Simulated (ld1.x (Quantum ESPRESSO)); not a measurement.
# Pb: TM semilocal pseudisation with PBE, scalar-relativistic reference atom.

ld1.x (Quantum ESPRESSO) 7.5 input, shortened:

```
&input
   title='Pb', zed=82., rel=1, dft='PBE', iswitch=3,
   config='[Xe] 4f14 5d10 6s2 6p2'
 /
 &inputp
   pseudotype=1, tm=.true., lloc=0,
   nlcc=.true.
 /
3
6P  2  1   2.00   0.00  2.70  2.70  0.0
5D  3  2  10.00   0.00  1.90  1.90  0.0
6S  1  0   2.00   0.00  1.60  1.60  0.0
 &test
   configts(1)='5d10 6s2 6p2'
 /
```

All-electron outer shells of the reference configuration (PBE, scalar-relativistic, ld1.x):

| shell | level (eV) | outermost node (bohr) | outermost maximum (bohr) |
| --- | --- | --- | --- |
| 4f | -132.89 | – | 0.35 |
| 5p | -85.83 | 0.49 | 0.88 |
| 5d | -21.18 | 0.52 | 1.07 |
| 6s | -12.04 | 1.01 | 1.95 |
| 6p | -3.50 | 1.18 | 2.67 |

Problem. Estimate the cutoffs (Ry, on a coarse ladder) from which the occupation-weighted sum of valence levels, in a spherical-Bessel basis at the reference potential, stays within 10 and 1 mRy of its value at 400 Ry.

Solution. 55 Ry and 100 Ry.

Problem. Tests: 5d10 6s2 6p1; 5d10 6s2 6p0; 5d10 6s1 6p0; 5d10 6s0 6p4; 5d10 6s1 6p3; 5d9 6s2 6p3; 5d10 6s2 6p1.5. Which has the largest error in its energy relative to the reference configuration, and how large is it?

Solution. 5d9 6s2 6p3, with -96 meV (all-electron minus pseudo) on +19.33 eV.
